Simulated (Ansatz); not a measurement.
Isomers of GaSi4 (doublet), relaxed with B3LYP-D4/def2-SVP; total energies from Ansatz at PBE0-D4/def2-TZVP.

```json
{"isomer": "A", "description": "point group not assigned; 5 × Si–Si 2.30 to 2.41 Å; 1 × Ga–Si 2.60 Å", "energy (Eh)": "-3082.07901"}
{"isomer": "B", "description": "point group not assigned; 5 × Si–Si 2.28 to 2.63 Å; 2 × Ga–Si 2.74 to 2.78 Å", "energy (Eh)": "-3082.07063"}
{"isomer": "C", "description": "point group D2d; 4 × Ga–Si 2.45 Å; 2 × Si–Si 2.21 Å", "energy (Eh)": "-3082.00326"}
```

The isomers come from a short search, and lower ones may exist.

Task: Work out the relative energies (1 Eh = 2625.5 kJ/mol) and the Boltzmann populations at 800 K from electronic energies alone (R = 8.314 J/mol/K).

Result: ΔE: A 0.0, B 22.0, C 198.9 kJ/mol. RT = 6.65 kJ/mol. Factors exp(−ΔE/RT): A 1, B 0.0366, C 1.02e-13; sum 1.037. Populations: A 96.5 %, B 3.5 %, C 0.0 %. Zero-point energy, vibrational entropy and symmetry numbers are left out and can shift these; an error of 4 kJ/mol changes a ratio by a factor of 1.8. Over the other density-functional and correlated levels in def2 sets, the gap between A and B ranges from 17 to 29 kJ/mol.
